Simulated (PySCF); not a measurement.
Electronic structure of O (oxygen, neutral) at the UHF level

Configuration: [He] 2s1 2p5, high-spin 3P determinant (an excited configuration). Computed with PySCF 2.14 in ANO-RCC-VTZP (4s3p2d1f, 30 functions), with scalar relativity by spin-free X2C-1e.

```json
{"Total energy": "-74.249082 hartree", "One-electron energy": "-102.4631 hartree", "Hartree (Coulomb) energy": "36.2724 hartree", "Exchange energy": "-8.0584 hartree", "⟨S²⟩": "2.0452", "⟨L²⟩": "2.007", "Sum of ⟨r⟩": "7.828 bohr", "Sum of ⟨r²⟩": "12.27 bohr²", "Traceless quadrupole moment −½Σ⟨3z² − r²⟩ along its main axis": "1.04 e·bohr²", "Langevin diamagnetic susceptibility": "-9.72 ×10⁻⁶ cm³/mol"}
```

```csv
shell,electrons,mean orbital energy (hartree),spread (hartree),"rms radius, mean of both spins (bohr)"
1s α,1,-20.80362,0,0.231
1s β,1,-20.66784,0,0.231
2s α,1,-1.47902,0,1.21
2p α,3,-0.73079,0.08923,1.46
2p β,2,-0.44613,0,1.46
```

Spin-orbit constants ζ (cm⁻¹) from the X2C one-electron operator on these orbitals: bare nucleus, nucleus screened by l(l+1)(2l+1)/3 electrons, and screened by the Breit-Pauli mean field of the electrons.

```csv
shell,bare,screened nucleus,mean field
2p,253.0,189.7,164.1
```

To first order the Landé constant is A = -82.06 cm⁻¹, so the lowest level has J = 2 and lies 0.0102 eV below the centre of the term. This holds in LS coupling only.
